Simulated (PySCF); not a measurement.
Calculation: PBE-D3(BJ)/def2-TZVP // B3LYP-D3(BJ)/def2-TZVP run with PySCF. Isolated molecules, 0 K electronic values unless said otherwise. One relaxed conformer stands for a flexible species; it need not be the lowest. Excitations are Tamm–Dancoff values on a coarser integration grid. The basis has no diffuse functions, so Rydberg states are missing or too high.

Reference species (SMILES): `C=BCN` (neutral, multiplicity 1).

```json
{
 "HOMO–LUMO gap": "3.58 eV",
 "S1 excitation (TDA)": "3.63 eV",
 "S1 oscillator strength": "0.000",
 "T1 excitation (TDA)": "3.17 eV"
}
```

Changed species: `N/C(=B/[H])C`.

### Question
What does the change do to the HOMO–LUMO gap, S1 excitation (TDA), S1 oscillator strength and T1 excitation (TDA)?

### Answer
the HOMO–LUMO gap drops by 1.82 eV, to 1.76 eV; the S1 excitation (TDA) decreases by 1.79 eV, to 1.84 eV; the S1 oscillator strength is nearly the same; the T1 excitation (TDA) falls by 1.87 eV, to 1.30 eV.
